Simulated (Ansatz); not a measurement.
Cost and result up the ladder for Cs3Cl3 (6 atoms). Total charge 0; singlet. Geometry: PBE0-D4/def2-SVP.

```xyz
6

Cs    2.082   -2.058    2.055
Cs    1.037    2.858   -1.883
Cs   -1.850   -0.360    0.041
Cl   -1.889    1.912   -2.279
Cl    1.463    0.646    0.419
Cl   -0.844   -2.999    1.647
```

Ansatz on 4 threads of Arm Neoverse V1 on a shared host. Times are rough, and most runs start from the orbitals of an earlier one. r2SCAN0-D4/def2-TZVP serves as the yardstick here, not as an exact answer. Differences are given only for rows in sets of like size (and for xTB, whose basis is part of the method), since another set adds its own error. Binding counts from free atoms at the same level (Cs doublet, Cl doublet; other spins of the atoms weren't run), without zero-point energy or a counterpoise term.

In the def2 sets Cs takes a core potential; there is no spin–orbit coupling. Correlated methods freeze 15 core orbitals; core or outer-core shells of Cs are correlated, in sets that lack core-valence functions. The rows differ in basis, and correlated rows in double-zeta sets carry the largest basis error. Another isomer (singlet) lies 0.02 eV lower at PBE0-D4/def2-TZVP; other spin states weren't run for this one.

Correlated methods converge slowly with the basis, most of all in double-zeta sets.

```json
{"level": "PBE-D4/def2-TZVP (with forces)", "functions": "198", "wall time": "5.5 s", "binding energy per atom (eV)": "2.67", "difference from r2SCAN0-D4/def2-TZVP (eV)": "-0.02"}
{"level": "PBE0-D4/def2-TZVP", "functions": "198", "wall time": "7 s", "binding energy per atom (eV)": "2.67", "difference from r2SCAN0-D4/def2-TZVP (eV)": "-0.03"}
{"level": "r2SCAN-D4/def2-TZVP", "functions": "198", "wall time": "10 s", "binding energy per atom (eV)": "2.74", "difference from r2SCAN0-D4/def2-TZVP (eV)": "0.04"}
{"level": "r2SCAN0-D4/def2-TZVP", "functions": "198", "wall time": "12 s", "binding energy per atom (eV)": "2.70", "difference from r2SCAN0-D4/def2-TZVP (eV)": "0.00"}
{"level": "B97M-V/def2-TZVP", "functions": "198", "wall time": "21 s", "binding energy per atom (eV)": "2.70", "difference from r2SCAN0-D4/def2-TZVP (eV)": "0.00"}
{"level": "CCSD(T)/def2-SVP", "functions": "126", "wall time": "24 s", "binding energy per atom (eV)": "2.45", "difference from r2SCAN0-D4/def2-TZVP (eV)": "–"}
```
